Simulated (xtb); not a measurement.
xtb input (GFN-FF):

```bash
xtb mol.xyz --gfnff --opt tight --chrg 0 --uhf 0
```
mol.xyz:
```
3

C     -0.00000000    -0.00000000    -1.28727137
C      0.00000000     0.00000000     0.00000000
C      0.00000000     0.00000000     1.28727137
```

End of the output:

```
         :::::::::::::::::::::::::::::::::::::::::::::::::::::
         ::                     SUMMARY                     ::
         :::::::::::::::::::::::::::::::::::::::::::::::::::::
         :: total energy              -0.748758126758 Eh    ::
         :: gradient norm              0.000017226669 Eh/a0 ::
         ::.................................................::
         :: bond energy               -0.804330497569 Eh    ::
         :: angle energy               0.000000000000 Eh    ::
         :: torsion energy             0.000000000000 Eh    ::
         :: repulsion energy           0.056471659688 Eh    ::
         :: electrostat energy        -0.000146692766 Eh    ::
         :: dispersion energy         -0.000752596111 Eh    ::
         :: HB energy                  0.000000000000 Eh    ::
         :: XB energy                  0.000000000000 Eh    ::
         :: bonded atm energy          0.000000000000 Eh    ::
         :: external energy            0.000000000000 Eh    ::
         :: add. restraining           0.000000000000 Eh    ::
         :: total charge              -0.000000000000 e     ::
         :::::::::::::::::::::::::::::::::::::::::::::::::::::

           -------------------------------------------------
          |                Property Printout                |
           -------------------------------------------------

molecular dipole:
                 x           y           z       tot (Debye)
 q only:       -0.000       0.000       0.000       0.000
           -------------------------------------------------
          |                Geometry Summary                 |
           -------------------------------------------------

      molecular mass/u    :       36.0322077
   center of mass at/Å    :       -0.0000000       0.0000000       0.0000000
  moments of inertia/u·Å² :        0.3875494E-36   0.3614206E+02   0.3614206E+02
rotational constants/cm⁻¹ :        0.4349802E+38   0.4664270E+00   0.4664270E+00

 * 2 selected distances

     #   Z          #   Z                                           value/Å
     1   6 C        2   6 C                                       1.2266104 (max)
     2   6 C        3   6 C                                       1.2266104

 * 1 distinct bonds (by element types)

   Z      Z             #   av. dist./Å        max./Å        min./Å
   6 C    6 C           2     1.2266104     1.2266104     1.2266104

optimized geometry written to: xtbopt.xyz

           -------------------------------------------------
          | TOTAL ENERGY               -0.748758126758 Eh   |
          | GRADIENT NORM               0.000017226669 Eh/α |
           -------------------------------------------------
########################################################################
[WARNING] Runtime exception occurred
-1- gfnff_setup: Could not read topology file.
########################################################################

------------------------------------------------------------------------
------------------------------------------------------------------------
 total:
 SCF:
 ANC optimizer:
Note: The following floating-point exceptions are signalling: IEEE_UNDERFLOW_FLAG IEEE_DENORMAL
normal termination of xtb
```
